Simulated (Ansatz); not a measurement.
Cost and result for the atomization energy of `[CH3][GeH]([F])[F]` (8 atoms, 7 bonds).

Charge 0, multiplicity 1. Correlated methods include outer-core shells of Ge, which these sets cover unevenly. Scalar relativity is left out up to krypton. The structure was optimised at the PBE0-D4/def2-TZVP level. Program: Ansatz. All runs use 2 threads of a server CPU on a shared host. Times are those of one run each, without the atoms' runs, and a repeat can differ threefold. Electronic energies, without spin–orbit coupling; frozen cores. CCSD(T)/CBS adds CCSD(T) − MP2 in def2-TZVPP to the MP2 limit, and its time is that of the two runs behind it. T1 = 0.012. With those shells the extrapolation isn't a true limit. HSE06 is the plane-wave form, built on full-range PBE exchange.

CCSD(T)/CBS is a level of theory with its own doubt, some kJ/mol a heavy atom from the limit and from the frozen cores, so smaller differences don't rank the functionals.

| level | functions | wall time |
| --- | --- | --- |
| LDA (SPW92)/def2-TZVPP | 197 | 1.8 s |
| PBE-D4/def2-TZVPP (with forces) | 197 | 3 s |
| BHLYP-D4/def2-TZVPP | 197 | 3.6 s |
| HSE06-D4/def2-TZVPP | 197 | 3.7 s |
| CAM-B3LYP-D4/def2-TZVPP | 197 | 4.4 s |
| r2SCAN-D4/def2-TZVPP (with forces) | 197 | 4.6 s |
| r2SCANh-D4/def2-TZVPP | 197 | 5.5 s |
| B2PLYP/def2-TZVPP | 197 | 6 s |
| CCSD(T)/def2-SVP | 94 | 6.5 s |
| ωB97M-V/def2-TZVPP (with forces) | 197 | 11 s |
| MP2/def2-QZVPP | 380 | 23 s |
| CCSD(T)/def2-TZVPP | 197 | 120 s |
| CCSD(T)/CBS(def2) | – | 2.3 min |

Task: What atomization energy does each give, and how far from CCSD(T)/CBS? (An estimate is asked.)

Result: Ansatz gave: 
```csv
level,atomization (kcal/mol),difference from CCSD(T)/CBS,per bond
LDA (SPW92)/def2-TZVPP,782.1,93.6,13.4
PBE-D4/def2-TZVPP (with forces),692.2,3.7,0.5
BHLYP-D4/def2-TZVPP,660.1,-28.4,-4.1
HSE06-D4/def2-TZVPP,679.0,-9.5,-1.4
CAM-B3LYP-D4/def2-TZVPP,686.9,-1.6,-0.2
r2SCAN-D4/def2-TZVPP (with forces),686.7,-1.8,-0.3
r2SCANh-D4/def2-TZVPP,681.2,-7.3,-1.1
B2PLYP/def2-TZVPP,678.3,-10.2,-1.5
CCSD(T)/def2-SVP,646.7,-41.8,-6.0
ωB97M-V/def2-TZVPP (with forces),683.0,-5.5,-0.8
MP2/def2-QZVPP,696.5,8.0,1.1
CCSD(T)/def2-TZVPP,673.9,-14.6,-2.1
CCSD(T)/CBS(def2),688.5,0.0,0.0
```

From PBE to PBE0 (25 % exact exchange), in def2-TZVPP and without D4, the atomization energy moves by −12.9 kcal/mol: exact exchange takes away binding that semilocal exchange gives to molecules. In def2-TZVPP, CCSD(T) changes the Hartree–Fock value by +167.8 kcal/mol (the triples alone add +9.4 kcal/mol) and MP2 by +181.5 kcal/mol; breaking electron pairs costs correlation energy, which Hartree–Fock lacks. The D4 term adds +4.6 kcal/mol with B3LYP and +2.4 kcal/mol with PBE0; it sums over pairs of atoms, weighted by their polarisabilities, and B3LYP, whose exchange is more repulsive, gets the larger term.

B3LYP here is the variant with VWN-RPA as its local correlation; programs differ in this.
